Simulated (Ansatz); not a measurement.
PtAu2. Total charge 0; triplet. Geometry B3LYP-D4/def2-TZVP; atoms count from 1.

| atom | x (Å) | y (Å) | z (Å) |
| --- | --- | --- | --- |
| Pt1 | 0.107 | 0.095 | 1.440 |
| Au2 | -1.375 | 0.532 | -0.649 |
| Au3 | 1.268 | -0.627 | -0.791 |

In the def2 sets Au, Pt take a core potential; there is no spin–orbit coupling. At PBE0-D4/def2-TZVP a singlet of charge 0 lies 0.84 eV below the triplet, each at its own geometry. The structure comes from a short search, and lower isomers may exist.

Q: Estimate the Mulliken populations from the PBE0/def2-TZVP orbitals of Ansatz.

A: 
```csv
atom,charge (e),spin (α − β),d electrons
Pt1,-0.23,0.95,8.99
Au2,0.17,0.32,9.84
Au3,0.05,0.73,9.76
```
Mulliken values depend strongly on the basis.

Q: Where does the spin sit?

A: Summed by element: Pt 0.95, Au 1.05, of 2 unpaired in all. Largest on single atoms: Pt1 0.95, Au3 0.73, Au2 0.32.

Q: And the Mayer bond orders between heavy atoms (over 0.3)?

A: Pt1–Au2 0.90 (2.60 Å); Pt1–Au3 0.74 (2.62 Å).
